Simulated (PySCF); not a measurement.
MoO3, SMILES [Mo](=[O])(=[O])=[O], multiplicity 1. Coordinates come from a PBE0-D3(BJ)/def2-TZVP optimisation. The spin state was assumed, not searched. The isomer is the one that the SMILES or the coordinates give; other isomers of the formula were not compared. The def2 effective core potentials stand for the cores of Mo; spin–orbit coupling is left out.

Task: Give the equilibrium geometry at PBE0-D3(BJ)/def2-TZVP (PySCF confirms it by a frequency run) as bond lengths and angles, and its point group. (An estimate is asked for; the answer gives what the named calculation found.)

Result: point group C3v.
Atoms: Mo1 O2 O3 O4. Bonded distances (Å): Mo1–O2 1.692, Mo1–O3 1.692, Mo1–O4 1.692. Angles (°): O2–Mo1–O3 110.3, O2–Mo1–O4 110.3, O3–Mo1–O4 110.3.
Charge 0, spin multiplicity 1.
